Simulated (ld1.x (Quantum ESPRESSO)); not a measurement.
## Pseudopotential generation for Ti (Z = 22): TM semilocal, BLYP, scalar-relativistic.

The input file (ld1.x (Quantum ESPRESSO) 7.5):

```
&input
   title='Ti', zed=22., rel=1, dft='BLYP', iswitch=3,
   config='[Ar] 3d3 4s1 4p0',
   nld=3, rlderiv=3.15, eminld=-2.0, emaxld=5.0, deld=0.02
 /
 &inputp
   pseudotype=1, tm=.true., lloc=0,
   nlcc=.true., rcore=2.05,
   file_pseudopw='Ti.pp', file_wfcaegen='ae.wfc', file_wfcncgen='nc.wfc'
 /
3
4P  2  1   0.00   0.00  2.90  2.90  0.0
3D  3  2   3.00   0.00  2.30  2.30  0.0
4S  1  0   1.00   0.00  2.85  2.85  0.0
 &test
   configts(1)='3d3 4s1 4p0'
 /
```

Command:

```bash
ld1.x < Ti.in > Ti.out
```

The program printed (shortened: banner, matrices, multipoles, cross overlaps and the repeated all-electron block are left out):

```
Program LD1 v.7.5
     --------------------------- All-electron run ----------------------------

     Ti
     scalar relativistic calculation

     atomic number is 22.00
     dft =BLYP   lsd =0 sic =0 latt =0  beta=0.20 tr2=1.0E-14
     Exchange-correlation= BLYP
                           (   1   3   1   3   0   0   0)
     mesh =1177 r(mesh) = 100.37945 a.u. xmin = -7.00 dx = 0.01250
     1 Ry =  13.60569312 eV, c = 137.03599908

     n l     nl                  e(Ry)          e(Ha)          e(eV)
     1 0     1S 1( 2.00)      -357.7657      -178.8828     -4867.6501
     2 0     2S 1( 2.00)       -39.1856       -19.5928      -533.1472
     2 1     2P 1( 6.00)       -32.3931       -16.1966      -440.7312
     3 0     3S 1( 2.00)        -4.3416        -2.1708       -59.0705
     3 1     3P 1( 6.00)        -2.6104        -1.3052       -35.5161
     3 2     3D 1( 3.00)        -0.1344        -0.0672        -1.8289
     4 0     4S 1( 1.00)        -0.2692        -0.1346        -3.6625
     4 1     4P 1( 0.00)        -0.0763        -0.0381        -1.0378

     final scf error:  3.7E-15 reached in  30 iterations

     Etot =   -1707.586709 Ry,    -853.793355 Ha,  -23232.900750 eV

     Ekin =    1722.040983 Ry,     861.020491 Ha,   23429.561156 eV
     Encl =   -4063.916331 Ry,   -2031.958166 Ha,  -55292.398481 eV
     Eh   =     718.933161 Ry,     359.466580 Ha,    9781.583962 eV
     Exc  =     -84.644522 Ry,     -42.322261 Ha,   -1151.647387 eV

     normalization and overlap integrals

     s(1S/1S) =  1.000000  <r> =   0.0696  <r2> =    0.0065  r(max) =   0.0455
     s(2S/2S) =  1.000000  <r> =   0.3250  <r2> =    0.1250  r(max) =   0.2682
     s(2P/2P) =  1.000000  <r> =   0.2899  <r2> =    0.1037  r(max) =   0.2196
     s(3S/3S) =  1.000000  <r> =   1.0130  <r2> =    1.1865  r(max) =   0.8685
     s(3P/3P) =  1.000000  <r> =   1.0987  <r2> =    1.4286  r(max) =   0.9016
     s(3D/3D) =  1.000000  <r> =   1.9562  <r2> =    5.6351  r(max) =   1.0090
     s(4S/4S) =  1.000000  <r> =   3.7286  <r2> =   16.1780  r(max) =   3.0312
     s(4P/4P) =  1.000000  <r> =   5.5602  <r2> =   37.0538  r(max) =   4.2480

     ------------------------ End of All-electron run ------------------------

     --------------------- Generating NC pseudopotential ---------------------

      Generating local pot.: lloc=0, matching radius rcloc =   2.8500

      Computing core charge for nlcc:

       r > 2.06 : true rho core
       r < 2.06 : rho core = a sin(br)/r    a=   0.94  b=   1.33

      Integrated core pseudo-charge :   1.80

      Wfc   4P  rcut= 2.883  Using Troullier-Martins method

      Wfc   3D  rcut= 2.302  Using Troullier-Martins method

     ------------------- End of pseudopotential generation -------------------

     Computing logarithmic derivative in   3.16682
     Computing logarithmic derivative in   3.16682
     Computing the partial wave expansion
       no projector for channel:   0
     R is outside the sphere for l=    1 j= 0.00
     R is outside the sphere for l=    2 j= 0.00

     ---------------------- Testing the pseudopotential ----------------------

     Ti
     scalar relativistic calculation

     atomic number is 22.00   valence charge is  4.00
     dft =BLYP   lsd =0 sic =0 latt =0  beta=0.20 tr2=1.0E-14
     mesh =1177 r(mesh) = 100.37945 xmin = -7.00 dx = 0.01250

     n l     nl             e AE (Ry)        e PS (Ry)    De AE-PS (Ry)
     3 2     3D   1( 3.00)       -0.13442       -0.13442        0.00000
     1 0     4S   1( 1.00)       -0.26919       -0.26919        0.00000
     2 1     4P   1( 0.00)       -0.07628       -0.07628       -0.00000

     eps = 7.8E-15  iter = 12

     Etot =   -1707.586709 Ry,    -853.793355 Ha,  -23232.900750 eV
     Etotps =    -7.707015 Ry,      -3.853508 Ha,    -104.859282 eV

     Ekin =      13.534379 Ry,       6.767189 Ha,     184.144603 eV
     Encl =      -8.958673 Ry,      -4.479337 Ha,    -121.888958 eV
     Ehrt =       6.313368 Ry,       3.156684 Ha,      85.897753 eV
     Ecxc =      -3.819155 Ry,      -1.909577 Ha,     -51.962247 eV
     (Ecc =      -1.089021 Ry,      -0.544510 Ha,     -14.816881 eV)
     Epseu=     -14.776934 Ry,      -7.388467 Ha,    -201.050434 eV

     ---------------------- End of pseudopotential test ----------------------
```

Generation and configuration tests took about 1.9 s on one core of a shared server CPU.

Transferability test of the new file with ld1.x, input:

```
&input
   title='Ti', zed=22., rel=1, dft='BLYP', iswitch=2,
   config='[Ar] 3d3 4s1 4p0'
 /
 &test
   file_pseudo='Ti.pp', nconf=8,
   configts(1)='3d3 4s1 4p0',
   configts(2)='3d2 4s2 4p0',
   configts(3)='3d2 4s1 4p0',
   configts(4)='3d2 4s0 4p0',
   configts(5)='3d2 4s1 4p1',
   configts(6)='3d2 4s0 4p2',
   configts(7)='3d1 4s2 4p0',
   configts(8)='3d2.5 4s1.5 4p0'
 /
```

```bash
ld1.x < Ti.test.in > Ti.test.out
```

Pseudopotential blocks of its output, shortened (energy terms left out):

```
     ---------------------- Testing the pseudopotential ----------------------

     n l     nl             e AE (Ry)        e PS (Ry)    De AE-PS (Ry)
     3 2     3D   1( 3.00)       -0.13442       -0.13442        0.00000
     1 0     4S   1( 1.00)       -0.26919       -0.26919        0.00000
     2 1     4P   1( 0.00)       -0.07628       -0.07628       -0.00000

     eps = 8.3E-15  iter = 30

     Etot =   -1707.586709 Ry,    -853.793355 Ha,  -23232.900750 eV
     Etotps =    -7.707015 Ry,      -3.853508 Ha,    -104.859287 eV

     ---------------------- End of pseudopotential test ----------------------

          ---------------------- Testing the pseudopotential ----------------------

     n l     nl             e AE (Ry)        e PS (Ry)    De AE-PS (Ry)
     3 2     3D   1( 2.00)       -0.30401       -0.31229        0.00827  !
     1 0     4S   1( 2.00)       -0.31868       -0.31824       -0.00044
     2 1     4P   1( 0.00)       -0.09839       -0.09695       -0.00143

     eps = 8.9E-15  iter = 18

     Etot =   -1707.668570 Ry,    -853.834285 Ha,  -23234.014519 eV
     Etotps =    -7.784757 Ry,      -3.892379 Ha,    -105.917019 eV
     dEtot_ae =      -0.081860 Ry
     dEtot_ps =      -0.077742 Ry,   Delta E=      -0.004119 Ry

     ---------------------- End of pseudopotential test ----------------------

          ---------------------- Testing the pseudopotential ----------------------

     n l     nl             e AE (Ry)        e PS (Ry)    De AE-PS (Ry)
     3 2     3D   1( 2.00)       -0.83107       -0.84105        0.00998  !
     1 0     4S   1( 1.00)       -0.76326       -0.76404        0.00079
     2 1     4P   1( 0.00)       -0.48582       -0.48529       -0.00053

     eps = 3.6E-15  iter = 24

     Etot =   -1707.132993 Ry,    -853.566497 Ha,  -23226.727628 eV
     Etotps =    -7.249099 Ry,      -3.624550 Ha,     -98.629022 eV
     dEtot_ae =       0.453716 Ry
     dEtot_ps =       0.457916 Ry,   Delta E=      -0.004200 Ry

     ---------------------- End of pseudopotential test ----------------------

          ---------------------- Testing the pseudopotential ----------------------

     n l     nl             e AE (Ry)        e PS (Ry)    De AE-PS (Ry)
     3 2     3D   1( 2.00)       -1.44738       -1.46322        0.01584  !
     1 0     4S   1( 0.00)       -1.26038       -1.26533        0.00495
     2 1     4P   1( 0.00)       -0.92930       -0.93438        0.00508  !

     eps = 9.3E-15  iter = 16

     Etot =   -1706.124737 Ry,    -853.062369 Ha,  -23213.009606 eV
     Etotps =    -6.238303 Ry,      -3.119152 Ha,     -84.876440 eV
     dEtot_ae =       1.461972 Ry
     dEtot_ps =       1.468712 Ry,   Delta E=      -0.006740 Ry

     ---------------------- End of pseudopotential test ----------------------

          ---------------------- Testing the pseudopotential ----------------------

     n l     nl             e AE (Ry)        e PS (Ry)    De AE-PS (Ry)
     3 2     3D   1( 2.00)       -0.39603       -0.40684        0.01082  !
     1 0     4S   1( 1.00)       -0.37733       -0.37747        0.00015
     2 1     4P   1( 1.00)       -0.14173       -0.14062       -0.00110

     eps = 7.3E-15  iter = 22

     Etot =   -1707.440555 Ry,    -853.720278 Ha,  -23230.912222 eV
     Etotps =    -7.555597 Ry,      -3.777798 Ha,    -102.799133 eV
     dEtot_ae =       0.146154 Ry
     dEtot_ps =       0.151418 Ry,   Delta E=      -0.005264 Ry

     ---------------------- End of pseudopotential test ----------------------

          ---------------------- Testing the pseudopotential ----------------------

     n l     nl             e AE (Ry)        e PS (Ry)    De AE-PS (Ry)
     3 2     3D   1( 2.00)       -0.47718       -0.49025        0.01307  !
     1 0     4S   1( 0.00)       -0.42593       -0.42617        0.00024
     2 1     4P   1( 2.00)       -0.17710       -0.17600       -0.00110

     eps = 2.2E-15  iter = 16

     Etot =   -1707.198159 Ry,    -853.599079 Ha,  -23227.614249 eV
     Etotps =    -7.311882 Ry,      -3.655941 Ha,     -99.483218 eV
     dEtot_ae =       0.388551 Ry
     dEtot_ps =       0.395134 Ry,   Delta E=      -0.006583 Ry

     ---------------------- End of pseudopotential test ----------------------

          ---------------------- Testing the pseudopotential ----------------------

     n l     nl             e AE (Ry)        e PS (Ry)    De AE-PS (Ry)
     3 2     3D   1( 1.00)       -1.15838       -1.15621       -0.00216
     1 0     4S   1( 2.00)       -0.86998       -0.87019        0.00020
     2 1     4P   1( 0.00)       -0.55954       -0.55663       -0.00290

     eps = 9.9E-15  iter = 23

     Etot =   -1706.960720 Ry,    -853.480360 Ha,  -23224.383732 eV
     Etotps =    -7.069749 Ry,      -3.534874 Ha,     -96.188831 eV
     dEtot_ae =       0.625989 Ry
     dEtot_ps =       0.637267 Ry,   Delta E=      -0.011277 Ry

     ---------------------- End of pseudopotential test ----------------------

          ---------------------- Testing the pseudopotential ----------------------

     n l     nl             e AE (Ry)        e PS (Ry)    De AE-PS (Ry)
     3 2     3D   1( 2.50)       -0.20414       -0.20773        0.00359
     1 0     4S   1( 1.50)       -0.28974       -0.28923       -0.00051
     2 1     4P   1( 0.00)       -0.08485       -0.08409       -0.00076

     eps = 4.9E-15  iter = 28

     Etot =   -1707.642606 Ry,    -853.821303 Ha,  -23233.661262 eV
     Etotps =    -7.761995 Ry,      -3.880998 Ha,    -105.607326 eV
     dEtot_ae =      -0.055897 Ry
     dEtot_ps =      -0.054980 Ry,   Delta E=      -0.000917 Ry

     ---------------------- End of pseudopotential test ----------------------
```
